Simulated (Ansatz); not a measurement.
**Molecular dynamics of Cl$_{2}$H$_{5}$NSi$_{2}$**

Input file:

```yaml
crystal:
  periodic: [false, false, false]
  atoms:
    - { symbol: Si, position_ang: [0.061012, -0.003241, 0.075146] }
    - { symbol: "N", position_ang: [0.038794, -0.288811, 1.775429] }
    - { symbol: H, position_ang: [-0.894064, -0.313517, 2.230134] }
    - { symbol: H, position_ang: [0.665234, 0.309135, 2.347737] }
    - { symbol: Si, position_ang: [2.159878, 0.000921, -0.771634] }
    - { symbol: H, position_ang: [2.721915, -1.321485, -0.643355] }
    - { symbol: H, position_ang: [2.118944, 0.393199, -2.158191] }
    - { symbol: H, position_ang: [2.951686, 0.941727, -0.01623] }
    - { symbol: Cl, position_ang: [-0.933798, 1.805984, -0.439075] }
    - { symbol: Cl, position_ang: [-1.143402, -1.523912, -0.74246] }
basis:
  gaussian: { orbitals: STO-3G }
hamiltonian:
  xc: pbe0
md:
  timestep: 0.5
  n_steps: 100
  ensemble: nvt_langevin
  temperature: 700.0
  initial_velocities: maxwell_boltzmann
  seed: 58766
  friction: 0.05
```

Run as:

```bash
$ ansatz run input.yaml --threads 1 --pin off --max-ram 2048MiB --backend cpu --events-out ev --progress --plain --runs-dir out
```

It starts from a relaxed structure.

Output, in part (one step line in 4, the closing report, with atoms numbered from 0):

```
md step     0: t =     0.00 fs  T =   630.0 K  F+E_penalty+E_count = -41885.40083397 eV  E_kin = 0.814338 eV  (20 SCF iters)
md step     4: t =     2.00 fs  T =   422.7 K  F+E_penalty+E_count = -41885.03238242 eV  E_kin = 0.546380 eV  (26 SCF iters)
md step     8: t =     4.00 fs  T =   552.9 K  F+E_penalty+E_count = -41885.07183040 eV  E_kin = 0.714678 eV  (26 SCF iters)
md step    12: t =     6.00 fs  T =   477.0 K  F+E_penalty+E_count = -41885.06966960 eV  E_kin = 0.616633 eV  (26 SCF iters)
md step    16: t =     8.00 fs  T =   478.1 K  F+E_penalty+E_count = -41885.01355484 eV  E_kin = 0.617939 eV  (24 SCF iters)
md step    20: t =    10.00 fs  T =   465.2 K  F+E_penalty+E_count = -41885.01833323 eV  E_kin = 0.601274 eV  (26 SCF iters)
md step    24: t =    12.00 fs  T =   500.6 K  F+E_penalty+E_count = -41885.11974579 eV  E_kin = 0.647023 eV  (26 SCF iters)
md step    28: t =    14.00 fs  T =   455.8 K  F+E_penalty+E_count = -41885.05138400 eV  E_kin = 0.589140 eV  (26 SCF iters)
md step    32: t =    16.00 fs  T =   445.1 K  F+E_penalty+E_count = -41885.03082412 eV  E_kin = 0.575376 eV  (21 SCF iters)
md step    36: t =    18.00 fs  T =   700.7 K  F+E_penalty+E_count = -41885.12753486 eV  E_kin = 0.905767 eV  (25 SCF iters)
md step    40: t =    20.00 fs  T =   563.9 K  F+E_penalty+E_count = -41885.07964384 eV  E_kin = 0.728884 eV  (25 SCF iters)
md step    44: t =    22.00 fs  T =   445.1 K  F+E_penalty+E_count = -41884.93491645 eV  E_kin = 0.575310 eV  (26 SCF iters)
md step    48: t =    24.00 fs  T =   514.8 K  F+E_penalty+E_count = -41884.94399668 eV  E_kin = 0.665408 eV  (26 SCF iters)
md step    52: t =    26.00 fs  T =   381.2 K  F+E_penalty+E_count = -41884.82667938 eV  E_kin = 0.492759 eV  (26 SCF iters)
md step    56: t =    28.00 fs  T =   435.0 K  F+E_penalty+E_count = -41885.02990027 eV  E_kin = 0.562289 eV  (25 SCF iters)
md step    60: t =    30.00 fs  T =   552.2 K  F+E_penalty+E_count = -41885.13756770 eV  E_kin = 0.713832 eV  (26 SCF iters)
md step    64: t =    32.00 fs  T =   471.8 K  F+E_penalty+E_count = -41884.92945307 eV  E_kin = 0.609883 eV  (25 SCF iters)
md step    68: t =    34.00 fs  T =   773.7 K  F+E_penalty+E_count = -41884.96821795 eV  E_kin = 1.000073 eV  (26 SCF iters)
md step    72: t =    36.00 fs  T =   701.7 K  F+E_penalty+E_count = -41884.93933356 eV  E_kin = 0.907028 eV  (26 SCF iters)
md step    76: t =    38.00 fs  T =   593.2 K  F+E_penalty+E_count = -41884.97238308 eV  E_kin = 0.766763 eV  (26 SCF iters)
md step    80: t =    40.00 fs  T =   709.4 K  F+E_penalty+E_count = -41884.94465918 eV  E_kin = 0.916991 eV  (26 SCF iters)
md step    84: t =    42.00 fs  T =   572.3 K  F+E_penalty+E_count = -41884.85022541 eV  E_kin = 0.739802 eV  (26 SCF iters)
md step    88: t =    44.00 fs  T =   585.1 K  F+E_penalty+E_count = -41884.81866543 eV  E_kin = 0.756312 eV  (26 SCF iters)
md step    92: t =    46.00 fs  T =   679.2 K  F+E_penalty+E_count = -41884.88789481 eV  E_kin = 0.877946 eV  (26 SCF iters)
md step    96: t =    48.00 fs  T =   690.1 K  F+E_penalty+E_count = -41885.05554109 eV  E_kin = 0.892027 eV  (25 SCF iters)
md step   100: t =    50.00 fs  T =   677.3 K  F+E_penalty+E_count = -41884.85445762 eV  E_kin = 0.875414 eV  (21 SCF iters)
Total energy: -41884.85447649 eV, -1539.2400114371 hartree
Atom 0 at     0.198182     0.153101     0.025484 Å, force    -2.642947    -1.067132    -1.299487 eV/Å
Atom 1 at     0.130544    -0.172405     1.688734 Å, force    -2.485714    -0.167375    -0.037035 eV/Å
Atom 2 at    -0.759324    -0.086397     2.239887 Å, force     0.315628    -0.210465    -0.833173 eV/Å
Atom 3 at     0.847001     0.128170     2.305418 Å, force     2.207669     0.738118     1.231310 eV/Å
Atom 4 at     2.288761    -0.013757    -0.675724 Å, force     0.198238    -2.945702     1.166039 eV/Å
Atom 5 at     2.877547    -0.919798     0.349453 Å, force    -0.247009     0.680946    -0.870895 eV/Å
Atom 6 at     2.567422    -0.523979    -1.981137 Å, force    -0.144544     0.096129    -0.394167 eV/Å
Atom 7 at     2.709273     1.251813    -0.414863 Å, force     1.314181     2.403568     0.107535 eV/Å
Atom 8 at    -0.779928     1.939455    -0.708874 Å, force     0.468801    -0.474471     0.509350 eV/Å
Atom 9 at    -1.205463    -1.355802    -0.757074 Å, force     1.015698     0.946384     0.420523 eV/Å
Dipole moment:     0.881850     0.098872     0.555155 e Å
```

The run went to its last step. The mean temperature of the second half is 13 % below the set value. A run of 0.05 ps of so small a system gives no equilibrium averages. Limits of this set-up: minimal basis.

The same pairs are bonded in the first frame and the last. Pairs count as bonded within 1.25 times the sum of covalent radii (0.12 Å more for H–H).

Last frame:

```xyz
10
Properties=species:S:1:pos:R:3
Si 0.198 0.153 0.025
N 0.131 -0.172 1.689
H -0.759 -0.086 2.240
H 0.847 0.128 2.305
Si 2.289 -0.014 -0.676
H 2.877 -0.920 0.349
H 2.567 -0.524 -1.981
H 2.709 1.252 -0.415
Cl -0.780 1.940 -0.709
Cl -1.206 -1.356 -0.757
```

Time of the run: 3.5 min on 1 thread of Intel(R) Xeon(R) Platinum 8488C (Sapphire Rapids) (shared host), peak memory 0.14 GiB.
